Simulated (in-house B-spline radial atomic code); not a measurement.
Cr8+: [Ne] 3s2 3p4

Computed with an all-electron radial atomic-structure program (B-spline basis): non-relativistic revTPSS, spin-polarised, spherical fractional occupations, point nucleus.

Screening seen three ways: the hydrogenic charge with the same mean radius, Z_r = [3n² - l(l+1)]/(2<r>), the one with the same energy, Z_e = n√(-2ε), and Slater's rules. Values are occupation-weighted means over spin.

```tsv
shell	electrons	ε (eV)	<r> (bohr)	Z_r	Z_e	Slater
1s	2	-6031.3	0.06413	23.39	21.05	23.70
2s	2	-842.42	0.2944	20.38	15.74	19.85
2p	6	-741.56	0.26	19.23	14.77	19.85
3s	2	-228.96	0.8218	16.43	12.31	13.45
3p	4	-200.22	0.8321	15.02	11.51	13.45
```

The least bound orbital is 3p down at -196.5 eV, and it is also the most diffuse (<r> = 0.8361 bohr).
